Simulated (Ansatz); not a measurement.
| atom | x (Å) | y (Å) | z (Å) |
| --- | --- | --- | --- |
| Ni | 0.0000 | 0.0000 | 0.0000 |
| C | 0.0000 | 0.0000 | 1.6310 |

Basis set: pcseg-2 (spherical functions). Charge 0, multiplicity 3.

Computed with Ansatz (development build ahead of 0.2.0); each method stands on the lowest determinant of its kind that the runs found.

(1) Give the atomization energy at this shape (free ground-state atoms in the same class of orbitals less the molecule, no zero-point energy) of triplet NiC by PBE (unrestricted), ROHF.

Answers

(1)

| method | atomization energy |
| --- | --- |
| PBE (unrestricted) | 4.30 eV |
| ROHF | -2.39 eV |

Caution for ROHF: no unrestricted run beside it, a lower state can exist; the molecule lies well above its atoms at this level.

The shape needn't be a minimum at these levels.
